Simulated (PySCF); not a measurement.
Ge(F)3(SH), HF3GeS, SMILES [F][Ge]([F])([F])[SH], singlet (PBE0/def2-SVP optimised geometry):

```
6

F     -0.484    -1.953    -1.353
Ge    -0.054    -0.995     0.000
F     -0.564    -1.852     1.396
F      1.658    -0.995     0.000
S     -0.926     0.995     0.000
H     -1.658     0.676     1.093
```

Computed with PBE0/def2-TZVP (PySCF).

Question: What are the frontier orbital energies and the dipole moment?

Answer: HOMO-2 -11.97 eV, HOMO-1 -10.76 eV, HOMO -8.89 eV, LUMO -1.51 eV, LUMO+1 -0.60 eV; dipole moment 2.55 D.

Meta-Löwdin charges at PBE0/def2-TZVP: F1 -0.48, Ge2 1.54, F3 -0.49, F4 -0.48, S5 -0.23, H6 0.14.
